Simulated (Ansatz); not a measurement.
`OC[SiH](Cl)[SeH]` + `C=CBr` → `OC/C=C/Br` + `Cl[SiH2][SeH]`  (formal exchange of groups at a C–Si bond)

Program: Ansatz. Geometries: PBE0-D4/def2-TZVP. ΔE: electronic, gas phase. CBS: MP2 limit from def2 TZ/QZ plus the TZ coupled-cluster correction, frozen cores. DFT in def2-TZVPP. HSE06 is defined as in plane-wave codes. For Br, Se outer-core shells are correlated without core-valence functions, which leaves a few kJ/mol of doubt a bond. Scalar relativity is left out up to krypton. Each species was taken in one conformer, which may not be the lowest.

**Question.** Is it downhill or uphill in electronic energy at CCSD(T)/CBS, and by how much? (Best estimate.)

**Answer.** Computed: Uphill: ΔE = +3.4 kcal/mol.

**Question.** What do these levels give: PBE0-D4, HSE06-D4, PBE-QIDH, PBE0, r2SCANh, MP2/def2-SVP? (An estimate is asked.)

**Answer.** The calculation gave: PBE0-D4 3.6, HSE06-D4 3.6, PBE-QIDH 2.7, PBE0 3.0, r2SCANh 3.6, MP2/def2-SVP 1.2 kcal/mol.

Largest T1 diagnostic among the species: 0.010.

The D4 term adds +1.2 kcal/mol with B3LYP and +0.7 kcal/mol with PBE0; it sums over pairs of atoms, weighted by their polarisabilities, and B3LYP, whose exchange is more repulsive, gets the larger term. From BLYP to BHLYP (50 % exact exchange), in def2-TZVPP and without D4, ΔE moves by −1.3 kcal/mol. Leaving LDA and LC-ωPBE aside and taking each functional with its dispersion term where it has one, the values, not all of them listed here, spread over 2.0 kcal/mol, from PBE-QIDH to BLYP-D4.

B3LYP here is the variant with VWN-RPA as its local correlation; programs differ in this.
